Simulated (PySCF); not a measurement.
Job file and geometry (Å, from GFN2-xTB) of an NMR shielding run on `InChI=1S/Ge2H6Se/c1-3-2/h1-2H3`, PySCF 2.14.0, density-fitted response routines, GIAO PBE0/pcSseg-1 NMR shielding, non-relativistic, gas phase; density fitting, a coarse starting grid and PySCF grid level 2 are the driver's defaults:

```
{"job": {"kind": "nmr", "xc": "PBE0", "basis": "pcSseg-1"}, "charge": 0, "multiplicity": 1}
Ge     1.606501     0.579993     0.275340
Se    -0.068599     0.881920    -1.311073
Ge    -1.608566    -0.521125    -0.274632
H      2.026592    -0.861422     0.373946
H      2.782628     1.406195    -0.148346
H      1.163011     1.019034     1.644249
H     -1.088268    -1.928148    -0.159559
H     -2.852517    -0.524355    -1.109955
H     -1.947221    -0.046097     1.112089
```

Task: Write the output of this run.

Result: 
```
coarse grid: 37000 points
cycle   1  E = -6557.5984354348  dE = -2.241e+00  |g| = 1.344e+00  |ddm| = 3.084e+00
cycle   2  E = -6557.5719405843  dE =  2.649e-02  |g| = 1.214e+00  |ddm| = 1.106e+00
cycle   3  E = -6557.6848506919  dE = -1.129e-01  |g| = 1.913e-01  |ddm| = 7.483e-01
cycle   4  E = -6557.6885888789  dE = -3.738e-03  |g| = 5.391e-02  |ddm| = 1.598e-01
cycle   5  E = -6557.6889069093  dE = -3.180e-04  |g| = 6.175e-03  |ddm| = 5.176e-02
cycle   6  E = -6557.6889177316  dE = -1.082e-05  |g| = 1.206e-03  |ddm| = 1.146e-02
cycle   7  E = -6557.6889182846  dE = -5.530e-07  |g| = 1.499e-04  |ddm| = 1.994e-03
final grid: 71384 points
cycle   8  E = -6557.6889597618  dE = -3.445e-08  |g| = 1.223e-04  |ddm| = 8.344e-04
cycle   9  E = -6557.6889597626  dE = -8.167e-10  |g| = 1.064e-04  |ddm| = 2.612e-04
cycle  10  E = -6557.6889597665  dE = -3.880e-09  |g| = 1.718e-05  |ddm| = 1.291e-04
cycle  11  E = -6557.6889597665  dE = -5.093e-11  |g| = 4.676e-06  |ddm| = 1.837e-05
converged SCF energy = -6557.6889597665

GIAO shielding tensors (ppm)
atom      isotropic    diamagn.    paramagn.     s11        s22        s33       span
  0 Ge    1507.527    2755.759   -1248.232   1385.318   1462.548   1674.714    289.397
  1 Se    2492.249    3001.552    -509.304   2407.474   2470.339   2598.932    191.458
  2 Ge    1507.526    2755.784   -1248.258   1386.007   1461.939   1674.632    288.625
  3 H       27.280      28.840      -1.560     19.735     22.647     39.459     19.724
  4 H       27.264      28.300      -1.037     19.666     21.879     40.245     20.579
  5 H       27.283      28.836      -1.552     19.737     22.653     39.460     19.722
  6 H       27.280      28.854      -1.574     19.730     22.653     39.458     19.727
  7 H       27.265      28.311      -1.046     19.673     21.873     40.247     20.575
  8 H       27.283      28.850      -1.567     19.732     22.660     39.456     19.723
```

Relativistic effects, spin–orbit coupling among them, are left out; they matter for Ge, Se and for the light atoms bonded to it.

Size and cost of the density-fitted run: 153 basis functions, 17 s wall time on 1 thread of an x86-64 server CPU, shared host.
